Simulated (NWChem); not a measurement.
# C₄H₂F₂O; SMILES C#CC(F)(F)C=O

```xyz
9

C      1.1423    -2.2052    -0.0132
C      0.4210    -1.2361     0.0322
C     -0.3811    -0.0097     0.0429
F     -0.7553     0.3148     1.2869
F     -1.4968    -0.1714    -0.7110
C      0.4143     1.1567    -0.5795
O      0.8582     2.0516     0.0703
H      1.7726    -3.0766    -0.0434
H      0.5242     1.0701    -1.6887
```
Atoms are numbered in this order, from 1.

All runs: NWChem. Pople sets run with spherical d functions. Coordinates come from a PBE0/def2-SVP optimisation. Level: B3LYP/6-31G* with SMD (1 M gas to 1 M solution), gas-phase geometry.

Question: Among these, which solvent gives the highest value of “solvation free energy (kcal/mol)”?
(A) water
(B) cyclohexanone
(C) N,N-dimethylformamide
(D) acetone

Answer: A, water. Values: acetone -4.9; N,N-dimethylformamide -4.4; cyclohexanone -4.3; water -1.0
